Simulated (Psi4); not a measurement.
arsenic trifluoride (AsF₃), singlet, geometry from GFN2-xTB. Base run: SVWN/STO-3G run with Psi4 1.11.

Geometry (Å):
```xyz
4

F     -0.8430    -1.1707    -0.5077
As     0.0132    -0.0055     0.4239
F      1.4163    -0.1205    -0.5644
F     -0.6217     1.3115    -0.4823
```
All else is at Psi4's defaults (density fitting).
Base energy -2501.56447 Eh.

Each row names what was changed in the base input (with any setting that the change needs).

```csv
change,ΔE vs base (mEh),SCF cycles,grid points,basis functions
base,0.000,8,84732,33
df_basis_scf = def2-universal-jkfit,0.000,8,84732,33
d_convergence = 1e-8,0.000,9,84732,33
puream = true,0.000,8,84732,33
scf_type = out_of_core,2.938,8,84732,33
damping_percentage = 50,0.000,59,84732,33
scf_type = direct,2.938,10,84732,33
d_convergence = 1e-4,0.000,6,84732,33
cholesky_tolerance = 1e-3 (with scf_type cd),-0.199,7,84732,33
ints_tolerance = 1e-8,0.000,8,84732,33
scf_type = cd,2.302,8,84732,33
scf_type = mem_df,0.000,8,84732,33
scf_type = pk,2.938,8,84732,33
```
